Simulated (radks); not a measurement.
Q: Coherent X-ray form factor from a spherical all-electron density. Calculated with a radial shooting solver on a logarithmic mesh with Libxc functionals: scalar-relativistic Kohn-Sham, PBE, spin-polarised, spherical densities, finite nucleus; Fermi nuclear charge, rms radius of each element as measured or else 0.836 A^(1/3) + 0.57 fm.

| sin(theta)/lambda (1/angstrom) | f0 (electrons) |
|---|---|
| 0.05 | 45.719 |
| 0.1 | 44.896 |
| 0.15 | 43.586 |
| 0.2 | 41.876 |
| 0.25 | 39.867 |
| 0.3 | 37.672 |
| 0.4 | 33.130 |
| 0.5 | 28.918 |
| 0.6 | 25.389 |
| 0.8 | 20.507 |
| 1 | 17.566 |
| 1.25 | 14.885 |
| 1.5 | 12.470 |
| 2 | 8.525 |

The species is in the configuration that NIST lists as its ground one. Which atom or ion scatters so?

A: The xenon ion Xe8+, [Kr] 4d10. Extrapolating in s^2 from the first two rows gives f0(0) = 46.0, near the electron count 46; among species with that count, the fall with angle is slower the higher Z, and the table is that of Z = 54; from so few rows the species is fixed only to a neighbour or two.
